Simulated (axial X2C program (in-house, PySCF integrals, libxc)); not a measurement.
**SnS⁺: bond constants with and without spin–orbit coupling**

All values were computed with an in-house relativistic program for diatomic molecules. Spin-free means the one-electron spin-free X2C Hamiltonian; two-component (2c) means X2C with spin–orbit coupling and atomic mean-field two-electron Coulomb and Gaunt terms, so the difference of the two also holds small scalar two-electron terms. Basis: Sn dyall-cv3z [11s12p9d4f1g], S dyall-av3z [9s8p3d2f] (cores contracted in-house); Gaussian nuclei, density fitting, unrestricted open shells. Masses: Sn 119.902 u, S 31.972 u.

State, spin-free: M_S = 1/2, Λ = 1 (beyond evenly filled blocks: π+α, π+β, π-α); electrons by block: σα: 15, σβ: 15, π+α: 7, π+β: 7, π-α: 7, π-β: 6, δ+α: 2, δ+β: 2, δ-α: 2, δ-β: 2. Fragments: Sn+ + S.

State, 2c: Ω = 3/2 (⟨Sz⟩ = 0.50, ⟨Lz⟩ = 1.00 at PBE); electrons by block: 1/2: 22, -1/2: 22, 3/2: 9, -3/2: 8, 5/2: 2, -5/2: 2. Fragments: Sn+ + S.

```csv
Hamiltonian,level,Re (Å),ωe (cm⁻¹),Be (cm⁻¹),De (eV),k (mdyn/Å),μ (D)
spin-free,PBE0,2.371,390.1,0.1188,3.08,2.26,-1.16
spin-free,HF,2.366,403.4,0.1193,1.57,2.42,-1.61
spin-free,CCSD,2.383,389.4,0.1176,2.74,2.25,n/a
spin-free,CCSD(T),2.393,381.3,0.1166,2.90,2.16,n/a
spin-free,PBE,2.400,368.1,0.1159,3.31,2.02,-0.98
2c,PBE,2.401,365.8,0.1158,n/a,1.99,-0.91
```

Correlated methods: 9 electrons correlated (number of frozen shells: Sn 4 s, 3 p, 2 d; S 2 s, 1 p), 259 virtual spin orbitals or spinors in MP2, 90 natural virtuals in coupled cluster.

Dipoles are positive if S is the positive end and refer to the centre of mass.

The state is one determinant whose occupation by symmetry is held fixed; it was picked as the lowest of a PBE0 search that is not exhaustive. De is counted from the lowest determinant-based energies of the atoms at the same level, without counterpoise correction. De is not given where an atomic determinant may have missed its ground term or J level, or where the truncated virtual space spoils (T). Density functionals use the spin component along the axis (collinear). Coupled cluster ran in a truncated set of natural virtual spinors; the MP2 energy of the rest was added. (T) has no such correction and the atoms are truncated less, which lowers De at CCSD(T) by a hundredth of an eV or more. The functionals have no current-density term, which raises determinants with orbital currents, atoms included. At some level and bond length an empty orbital lies below a filled one. The determinant is spin-polarised beyond a pure state at some levels (its spin-free form has ⟨S²⟩ too high), which makes Re and μ there less reliable. The stretched end of a curve changes character and is left out. With the outer-core shells frozen, correlated bond lengths of heavy atoms tend to come out a few hundredths of an ångström too long.

No reliable constants came from CCSD (2c), CCSD(T) (2c), HF (2c), MP2 (2c), MP2 (spin-free), PBE0 (2c): no minimum in range, unconverged points, a curve that is not smooth, a change of character along it, or the two Hamiltonians disagreeing along it.

Rough cost a point (2c) on 1 thread(s) of a shared host, integrals apart: PBE 0.26 s.

The whole task took 100 s on 1 thread of AMD EPYC 9R45 96-Core Processor (Zen 5), on a shared host.
